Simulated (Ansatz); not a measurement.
C$_{6}$H$_{15}$GaOS (`CC(C)[O][Ga]([SH])[CH](C)C`), relaxed with RKS PBE0-D4/def2-TZVP in the Gaussian-basis code of Ansatz from a PBE-D4/def2-SVP geometry. The force threshold is 0.005 eV/Å; the program also tests the step.

Charge 0, multiplicity 1.

Start:

```xyz
24

C     2.508    1.054   -1.461
C     1.065    0.640   -1.173
C     0.195    0.653   -2.432
O     0.534    1.544   -0.208
Ga   -0.626    1.071    1.099
S    -1.276    2.908    2.170
C    -1.161   -0.811    1.511
C    -1.866   -1.471    0.318
C     0.044   -1.628    2.002
H     3.109    1.033   -0.530
H     2.532    2.089   -1.859
H     2.982    0.378   -2.202
H     1.078   -0.406   -0.771
H     0.597   -0.025   -3.213
H     0.146    1.681   -2.847
H    -0.841    0.331   -2.198
H    -2.057    2.210    3.045
H    -1.888   -0.712    2.347
H    -2.758   -0.902   -0.017
H    -1.191   -1.574   -0.557
H    -2.210   -2.496    0.583
H     0.822   -1.729    1.216
H     0.529   -1.178    2.892
H    -0.267   -2.660    2.282
```

Q: How much energy does the relaxation release, and in how many steps? (An estimate is asked.)

A: Ansatz gave: 0.10 eV, in 10 steps, 1 of them rejected.

Q: Which bonds change most? (Estimate.)

A: Computed: O4–Ga5 from 1.811 to 1.786 Å; S6–H17 from 1.364 to 1.343 Å; Ga5–S6 from 2.223 to 2.203 Å; C2–H13 from 1.121 to 1.102 Å.

Q: Give the relaxed structure. (Best estimate.)

A: The calculation gave: 
```xyz
24

C     2.465    1.018   -1.435
C     1.019    0.637   -1.182
C     0.193    0.679   -2.455
O     0.484    1.535   -0.234
Ga   -0.623    1.070    1.088
S    -1.239    2.876    2.190
C    -1.151   -0.795    1.501
C    -1.817   -1.478    0.311
C     0.041   -1.599    2.013
H     3.039    0.975   -0.507
H     2.517    2.039   -1.820
H     2.928    0.346   -2.162
H     1.000   -0.394   -0.793
H     0.602    0.007   -3.214
H     0.184    1.695   -2.857
H    -0.840    0.382   -2.258
H    -1.993    2.184    3.060
H    -1.885   -0.710    2.310
H    -2.703   -0.941   -0.038
H    -1.133   -1.572   -0.537
H    -2.135   -2.492    0.581
H     0.825   -1.689    1.256
H     0.493   -1.154    2.904
H    -0.269   -2.617    2.277
```
